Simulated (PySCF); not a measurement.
Match the calculated data to a structure.

| technique | computed result |
| --- | --- |
| Rotational structure | rotational constants A, B, C: 5.563, 1.643, 1.268 GHz [GFN2-xTB] |
| 13C NMR | chemical shifts (computed TMS as zero) by class: 167.5 (1 C), 159.4 (1 C), 148.4 (1 C), 131.7 (1 C) ppm [GIAO PBE0/pcSseg-1] |
| NMR, other nuclei | isotropic shieldings of nuclei other than C and H, by class: -33 (1 N), 1 (1 O), 8 (2 O) ppm [GIAO PBE0/pcSseg-1] |
| 1H NMR | chemical shifts (computed TMS as zero) by class: 7.19 (1 H), 7.13 (1 H) ppm [GIAO PBE0/pcSseg-1] |

Electronic properties: PySCF, gas phase, density fitting. Levels stand in brackets. Isolated species at its GFN2-xTB geometry, gas phase. No diffuse functions stand in pcSseg-1, which bears on an anion's orbital energies. Each NMR value is the plain mean over a class of atoms that symmetry, rotation or inversion makes alike.

Question: Which candidate is it?
A. `CC(=O)OCCC(=O)[O-]`
B. `O=C([O-])c1cocn1`
C. `C[C@H](CC(=O)[O-])OC=O`
D. `O=C([O-])c1cnco1`

Answer: D. It is `O=C([O-])c1cnco1`. Numbering: `[O:1]=[C:2]([O-:3])[c:4]1[cH:5][n:6][cH:7][o:8]1`. 4 carbons fall into 4 classes; from least to most shielded: substituted aromatic carbon [C4] (167.5 ppm), carboxylate carbon [C2] (159.4 ppm), aromatic CH next to a ring nitrogen [C7] (148.4 ppm), aromatic CH next to a ring nitrogen [C5] (131.7 ppm). Hydrogen classes from least to most shielded: 1 H on an aromatic CH next to a ring nitrogen, C7 (7.19 ppm), 1 H on an aromatic CH next to a ring nitrogen, C5 (7.13 ppm). The other shieldings belong to: -33 ppm, pyridine-type nitrogen [N6]; 1 ppm, furan-type oxygen [O8]; 8 ppm, carboxylate oxygen [O1/O3]. The optimised geometry has point group Cs and is an asymmetric top.

The others, at the same levels:
- `O=C([O-])c1cocn1` fails: its computed 13C shifts are 161.6 (1 C), 156.5 (1 C), 149.2 (1 C), 146.2 (1 C) ppm and 1H shifts are 7.73 (1 H), 7.18 (1 H) ppm.
- `CC(=O)OCCC(=O)[O-]` fails: it has 7 hydrogens where the 1H data count 2; its computed 13C shifts are 173.7 (1 C), 164.3 (1 C), 72.2 (1 C), 44.3 (1 C), 24.7 (1 C) ppm, 1H shifts are 4.84 (2 H), 1.89 (2 H), 1.75 (3 H) ppm and rotational constant A is 4.934 GHz (against 5.563 GHz).
- `C[C@H](CC(=O)[O-])OC=O` fails: it has 7 hydrogens where the 1H data count 2; its computed 13C shifts are 173.1 (1 C), 134.9 (1 C), 60.6 (1 C), 43.5 (1 C), 25.3 (1 C) ppm, 1H shifts are 7.72 (1 H), 5.53 (1 H), 1.48 (1 H), 1.45 (1 H), 0.84 (3 H) ppm and rotational constant A is 2.247 GHz (against 5.563 GHz).

Each candidate is one conformer, not necessarily the lowest. The conformers computed, where there is a choice (atom-mapped SMILES and torsion angles):
- `[O:1]=[C:2]([O-:3])[c:4]1[cH:5][n:6][cH:7][o:8]1`: O1–C2–C4–C5 0°
- `[O:1]=[C:2]([O-:3])[c:4]1[cH:5][o:6][cH:7][n:8]1`: O1–C2–C4–C5 0°
- `[CH3:1][C:2](=[O:3])[O:4][CH2:5][CH2:6][C:7](=[O:8])[O-:9]`: C1–C2–O4–C5 175°, C2–O4–C5–C6 -126°, O4–C5–C6–C7 -161°, C5–C6–C7–O8 31°
- `[CH3:1][C@H:2]([CH2:3][C:4](=[O:5])[O-:6])[O:7][CH:8]=[O:9]`: C1–C2–C3–C4 -166°, C2–C3–C4–O5 20°, C1–C2–O7–C8 -160°, C2–O7–C8–O9 51°
